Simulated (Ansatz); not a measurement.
`[GeH3][CH2][TeH]` at its PBE0-D4/def2-TZVP geometry, where that method's forces vanish. Total charge 0; spin multiplicity 1. Te takes the def2 core potential.

```xyz
9

Ge    0.9487    0.8213   -0.5609
C    -0.1062   -0.6074    0.2652
Te   -2.1515   -0.0164    0.5181
H     0.3542    1.1788   -1.9325
H     2.3980    0.3392   -0.7407
H     0.9303    2.0665    0.3396
H     0.3070   -0.8437    1.2447
H    -0.0789   -1.4934   -0.3672
H    -2.6016   -1.4448    1.2337
```

Problem. What forces (eV/Å) does PBE-D4/def2-TZVPP give on these atoms in the Gaussian-basis code of Ansatz? (An estimate is asked.)

Solution. Ansatz gave: 
```
Ge1  0.043  0.058 -0.033
C2   0.078 -0.051  0.001
Te3 -0.242  0.325 -0.078
H4  -0.055  0.036 -0.131
H5   0.139 -0.046 -0.018
H6  -0.001  0.120  0.084
H7   0.089 -0.045  0.182
H8   0.016 -0.167 -0.122
H9  -0.068 -0.229  0.114
```
